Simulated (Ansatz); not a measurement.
Job for Ansatz (an electronic-structure program): R-B3LYP-D3(BJ)/def2-TZVP on C4H12Si (SMILES CC[SiH2]CC).

Ansatz 0.2 input:
```yaml
crystal:
  periodic: [false, false, false]
  atoms:
    - {symbol: C, position_ang: [1.90982624, 0.09978656, 0.97488389]}
    - {symbol: C, position_ang: [1.36957147, -0.81892620, -0.11757534]}
    - {symbol: Si, position_ang: [0.15799924, 0.03996735, -1.31751540]}
    - {symbol: C, position_ang: [-1.63853998, -0.06726068, -0.68632144]}
    - {symbol: C, position_ang: [-1.84703949, 0.50801070, 0.71079800]}
    - {symbol: H, position_ang: [2.59043399, -0.43941555, 1.63285758]}
    - {symbol: H, position_ang: [1.10307339, 0.50388454, 1.58139254]}
    - {symbol: H, position_ang: [2.45272919, 0.93423165, 0.53686676]}
    - {symbol: H, position_ang: [2.21382163, -1.21575389, -0.68378041]}
    - {symbol: H, position_ang: [0.88566720, -1.67890651, 0.35006667]}
    - {symbol: H, position_ang: [0.21995978, -0.62559278, -2.62687462]}
    - {symbol: H, position_ang: [0.54221112, 1.45001882, -1.47184156]}
    - {symbol: H, position_ang: [-2.28933913, 0.45997255, -1.38602721]}
    - {symbol: H, position_ang: [-1.96781731, -1.10840766, -0.69105181]}
    - {symbol: H, position_ang: [-1.53507830, 1.54973754, 0.74890231]}
    - {symbol: H, position_ang: [-1.27097460, -0.04928993, 1.44613303]}
    - {symbol: H, position_ang: [-2.89650443, 0.45794352, 0.99908700]}
basis:
  gaussian:
    orbitals: def2-TZVP
hamiltonian:
  xc: b3lyp
  dispersion: d3bj
relax: {f_tol: 0.003, max_steps: 120}
scf: {lower_state_search: off}
```

It printed:

```
WARN ansatz: RAYON_NUM_THREADS=6 ignored (pool sized by the plan → 6); use --threads N
Functional definition: B3LYP
these checks for a lower state are left out or cut short: stability, starts, cluster_reference, orbital_swaps, neighbouring_geometries, increment
integrals: 0.17 GiB planned
1509 factors; their error is unknown
mean field: 1.55 GiB planned
mean field evaluation 1: about -12208.0032 eV, gradient 8.5e1 eV
mean field evaluation 2: about -12192.3598 eV, gradient 1.1e2 eV
mean field evaluation 4: about -12224.6530 eV, gradient 3.1e0 eV
mean field evaluation 8: about -12224.6769 eV, gradient 4.7e-2 eV
mean field evaluation 16: about -12224.6718 eV, gradient 3.1e-4 eV
mean field -12224.67179939 eV, -449.2484024475 hartree, gradient 8.1e-6 eV, S^2 0.000000; 0 other end points of the search recorded, 0 dependent functions left out
the calculation of the forces begins
reference -12224.67212597 eV, -449.2484144492 hartree; 25, 25 occupied and 208, 208 virtual orbitals, 1509 factors
relax step   1: F+E_penalty+E_count = -12225.30864234 eV  Δ(F+E_penalty+E_count) = +0.000e0 eV  max|allowed force component| = 6.496e-1 eV/Å  Δτ_max = 0.0000 Å  (17 SCF iters, accepted)
these checks for a lower state are left out or cut short: stability, starts, cluster_reference, orbital_swaps, neighbouring_geometries, increment
integrals: 0.17 GiB planned
1509 factors; their error is unknown
mean field: 1.55 GiB planned
mean field -12224.70437937 eV, -449.2495997396 hartree, gradient 1.7e-6 eV, S^2 0.000000; 0 other end points of the search recorded, 0 dependent functions left out
the calculation of the forces begins
reference -12224.70470576 eV, -449.2496117342 hartree; 25, 25 occupied and 208, 208 virtual orbitals, 1509 factors
relax step   2: F+E_penalty+E_count = -12225.34008916 eV  Δ(F+E_penalty+E_count) = -3.145e-2 eV  max|allowed force component| = 3.186e-1 eV/Å  Δτ_max = 0.0400 Å  (20 SCF iters, accepted)
these checks for a lower state are left out or cut short: stability, starts, cluster_reference, orbital_swaps, neighbouring_geometries, increment
integrals: 0.17 GiB planned
1509 factors; their error is unknown
mean field: 1.55 GiB planned
mean field evaluation 32: about -12224.7070 eV, gradient 6.4e-3 eV
mean field -12224.70702056 eV, -449.2496968016 hartree, gradient 1.7e-6 eV, S^2 0.000000; 0 other end points of the search recorded, 0 dependent functions left out
the calculation of the forces begins
reference -12224.70734677 eV, -449.2497087894 hartree; 25, 25 occupied and 208, 208 virtual orbitals, 1509 factors
relax step   3: F+E_penalty+E_count = -12225.34412424 eV  Δ(F+E_penalty+E_count) = -4.035e-3 eV  max|allowed force component| = 7.156e-2 eV/Å  Δτ_max = 0.0221 Å  (20 SCF iters, accepted)
these checks for a lower state are left out or cut short: stability, starts, cluster_reference, orbital_swaps, neighbouring_geometries, increment
integrals: 0.17 GiB planned
1509 factors; their error is unknown
mean field: 1.55 GiB planned
mean field -12224.70948622 eV, -449.2497874128 hartree, gradient 1.8e-6 eV, S^2 0.000000; 0 other end points of the search recorded, 0 dependent functions left out
the calculation of the forces begins
reference -12224.70981262 eV, -449.2497994079 hartree; 25, 25 occupied and 208, 208 virtual orbitals, 1509 factors
relax step   4: F+E_penalty+E_count = -12225.34576546 eV  Δ(F+E_penalty+E_count) = -1.641e-3 eV  max|allowed force component| = 5.339e-2 eV/Å  Δτ_max = 0.0564 Å  (19 SCF iters, accepted)
these checks for a lower state are left out or cut short: stability, starts, cluster_reference, orbital_swaps, neighbouring_geometries, increment
integrals: 0.17 GiB planned
1509 factors; their error is unknown
mean field: 1.55 GiB planned
mean field -12224.71130603 eV, -449.2498542896 hartree, gradient 2.0e-6 eV, S^2 0.000000; 0 other end points of the search recorded, 0 dependent functions left out
the calculation of the forces begins
reference -12224.71163280 eV, -449.2498662983 hartree; 25, 25 occupied and 208, 208 virtual orbitals, 1509 factors
relax step   5: F+E_penalty+E_count = -12225.34683622 eV  Δ(F+E_penalty+E_count) = -1.071e-3 eV  max|allowed force component| = 7.286e-2 eV/Å  Δτ_max = 0.0606 Å  (19 SCF iters, accepted)
these checks for a lower state are left out or cut short: stability, starts, cluster_reference, orbital_swaps, neighbouring_geometries, increment
integrals: 0.17 GiB planned
1509 factors; their error is unknown
mean field: 1.55 GiB planned
mean f
[...]
accepted)
these checks for a lower state are left out or cut short: stability, starts, cluster_reference, orbital_swaps, neighbouring_geometries, increment
integrals: 0.17 GiB planned
1509 factors; their error is unknown
mean field: 1.55 GiB planned
mean field -12224.71457677 eV, -449.2499744871 hartree, gradient 2.5e-6 eV, S^2 0.000000; 0 other end points of the search recorded, 0 dependent functions left out
the calculation of the forces begins
reference -12224.71490423 eV, -449.2499865212 hartree; 25, 25 occupied and 208, 208 virtual orbitals, 1509 factors
relax step   9: F+E_penalty+E_count = -12225.34841121 eV  Δ(F+E_penalty+E_count) = -1.583e-4 eV  max|allowed force component| = 3.760e-2 eV/Å  Δτ_max = 0.0450 Å  (19 SCF iters, accepted)
these checks for a lower state are left out or cut short: stability, starts, cluster_reference, orbital_swaps, neighbouring_geometries, increment
integrals: 0.17 GiB planned
1509 factors; their error is unknown
mean field: 1.55 GiB planned
mean field -12224.71504304 eV, -449.2499916221 hartree, gradient 2.5e-6 eV, S^2 0.000000; 0 other end points of the search recorded, 0 dependent functions left out
the calculation of the forces begins
reference -12224.71537059 eV, -449.2500036597 hartree; 25, 25 occupied and 208, 208 virtual orbitals, 1509 factors
relax step  10: F+E_penalty+E_count = -12225.34851894 eV  Δ(F+E_penalty+E_count) = -1.077e-4 eV  max|allowed force component| = 3.524e-2 eV/Å  Δτ_max = 0.0240 Å  (19 SCF iters, accepted)
these checks for a lower state are left out or cut short: stability, starts, cluster_reference, orbital_swaps, neighbouring_geometries, increment
integrals: 0.17 GiB planned
1509 factors; their error is unknown
mean field: 1.55 GiB planned
mean field -12224.71529422 eV, -449.2500008529 hartree, gradient 2.5e-6 eV, S^2 0.000000; 0 other end points of the search recorded, 0 dependent functions left out
the calculation of the forces begins
reference -12224.71562176 eV, -449.2500128898 hartree; 25, 25 occupied and 208, 208 virtual orbitals, 1509 factors
relax step  11: F+E_penalty+E_count = -12225.34863082 eV  Δ(F+E_penalty+E_count) = -1.119e-4 eV  max|allowed force component| = 1.343e-2 eV/Å  Δτ_max = 0.0165 Å  (20 SCF iters, accepted)
these checks for a lower state are left out or cut short: stability, starts, cluster_reference, orbital_swaps, neighbouring_geometries, increment
integrals: 0.17 GiB planned
1509 factors; their error is unknown
mean field: 1.55 GiB planned
mean field evaluation 96: about -12224.7156 eV, gradient 1.4e-6 eV
mean field -12224.71559186 eV, -449.2500117911 hartree, gradient 2.5e-6 eV, S^2 0.000000; 0 other end points of the search recorded, 0 dependent functions left out
the calculation of the forces begins
reference -12224.71591947 eV, -449.2500238305 hartree; 25, 25 occupied and 208, 208 virtual orbitals, 1509 factors
relax step  12: F+E_penalty+E_count = -12225.34867157 eV  Δ(F+E_penalty+E_count) = -4.075e-5 eV  max|allowed force component| = 5.401e-3 eV/Å  Δτ_max = 0.0185 Å  (20 SCF iters, accepted)
these checks for a lower state are left out or cut short: stability, starts, cluster_reference, orbital_swaps, neighbouring_geometries, increment
integrals: 0.17 GiB planned
1509 factors; their error is unknown
mean field: 1.55 GiB planned
mean field -12224.71589498 eV, -449.2500229303 hartree, gradient 2.5e-6 eV, S^2 0.000000; 0 other end points of the search recorded, 0 dependent functions left out
the calculation of the forces begins
reference -12224.71622268 eV, -449.2500349731 hartree; 25, 25 occupied and 208, 208 virtual orbitals, 1509 factors
relax step  13: F+E_penalty+E_count = -12225.34869318 eV  Δ(F+E_penalty+E_count) = -2.161e-5 eV  max|allowed force component| = 6.510e-3 eV/Å  Δτ_max = 0.0254 Å  (19 SCF iters, accepted)
these checks for a lower state are left out or cut short: stability, starts, cluster_reference, orbital_swaps, neighbouring_geometries, increment
integrals: 0.17 GiB planned
1509 factors; their error is unknown
mean field: 1.55 GiB planned
mean field -12224.71600242 eV, -449.2500268788 hartree, gradient 2.5e-6 eV, S^2 0.000000; 0 other end points of the search recorded, 0 dependent functions left out
the calculation of the forces begins
reference -12224.71633013 eV, -449.2500389219 hartree; 25, 25 occupied and 208, 208 virtual orbitals, 1509 factors
relax step  14: F+E_penalty+E_count = -12225.34870083 eV  Δ(F+E_penalty+E_count) = -7.650e-6 eV  max|allowed force component| = 3.482e-3 eV/Å  Δτ_max = 0.0099 Å  (20 SCF iters, accepted)
these checks for a lower state are left out or cut short: stability, starts, cluster_reference, orbital_swaps, neighbouring_geometries, increment
integrals: 0.17 GiB planned
1509 factors; their error is unknown
mean field: 1.55 GiB planned
mean field -12224.71607917 eV, -449.2500296993 hartree, gradient 2.5e-6 eV, S^2 0.000000; 0 other end points of the search recorded, 0 dependent functions left out
the calculation of the forces begins
reference -12224.71640687 eV, -449.2500417422 hartree; 25, 25 occupied and 208, 208 virtual orbitals, 1509 factors
relax step  15: F+E_penalty+E_count = -12225.34870410 eV  Δ(F+E_penalty+E_count) = -3.268e-6 eV  max|allowed force component| = 1.395e-3 eV/Å  Δτ_max = 0.0086 Å  (20 SCF iters, accepted)
these checks for a lower state are left out or cut short: stability, starts, cluster_reference, orbital_swaps, neighbouring_geometries, increment
integrals: 0.17 GiB planned
1509 factors; their error is unknown
mean field: 1.55 GiB planned
mean field -12224.71609161 eV, -449.2500301566 hartree, gradient 2.4e-6 eV, S^2 0.000000; 0 other end points of the search recorded, 0 dependent functions left out
the calculation of the forces begins
reference -12224.71641932 eV, -449.2500421995 hartree; 25, 25 occupied and 208, 208 virtual orbitals, 1509 factors
relax step  16: F+E_penalty+E_count = -12225.34870479 eV  Δ(F+E_penalty+E_count) = -6.887e-7 eV  max|allowed force component| = 8.817e-4 eV/Å  Δτ_max = 0.0049 Å  (20 SCF iters, accepted)
Total energy: -12225.34903249 eV, -449.2732903048 hartree
Atom 0 at     1.830348    -0.002115     1.042989 Å, force    -0.000061    -0.000004     0.000096 eV/Å
Atom 1 at     1.448885    -0.805537    -0.207262 Å, force     0.000221     0.000138     0.000193 eV/Å
Atom 2 at     0.141504    -0.016825    -1.313690 Å, force    -0.000219    -0.000699     0.000882 eV/Å
Atom 3 at    -1.608071    -0.097515    -0.618150 Å, force     0.000125     0.000017    -0.000398 eV/Å
Atom 4 at    -1.841250     0.659365     0.695305 Å, force    -0.000153     0.000100     0.000092 eV/Å
Atom 5 at     2.631332    -0.490564     1.602247 Å, force     0.000013     0.000094    -0.000096 eV/Å
Atom 6 at     0.984758     0.116998     1.721547 Å, force    -0.000094    -0.000203     0.000061 eV/Å
Atom 7 at     2.176476     0.999093     0.778173 Å, force     0.000156     0.000168    -0.000044 eV/Å
Atom 8 at     2.338185    -0.964797    -0.825553 Å, force     0.000183     0.000046    -0.000182 eV/Å
Atom 9 at     1.103838    -1.805570     0.076088 Å, force    -0.000207    -0.000062    -0.000000 eV/Å
Atom 10 at     0.149273    -0.710815    -2.629220 Å, force    -0.000037     0.000350    -0.000184 eV/Å
Atom 11 at     0.506649     1.408031    -1.544013 Å, force    -0.000102    -0.000123    -0.000310 eV/Å
Atom 12 at    -2.275887     0.292320    -1.393472 Å, force    -0.000278     0.000204    -0.000120 eV/Å
Atom 13 at    -1.879734    -1.151486    -0.497765 Å, force     0.000134    -0.000045     0.000020 eV/Å
Atom 14 at    -1.540417     1.705976     0.611613 Å, force     0.000095     0.000220     0.000028 eV/Å
Atom 15 at    -1.271693     0.221564     1.516294 Å, force     0.000126    -0.000144     0.000170 eV/Å
Atom 16 at    -2.894195     0.641877     0.984867 Å, force     0.000097    -0.000056    -0.000208 eV/Å
Dipole moment:    -0.038299    -0.078015     0.139256 e Å
Checks for a lower state left out: stability, starts, cluster_reference, orbital_swaps, neighbouring_geometries, increment
```

The run converged.

Cost: very roughly 2.7 core-minutes.
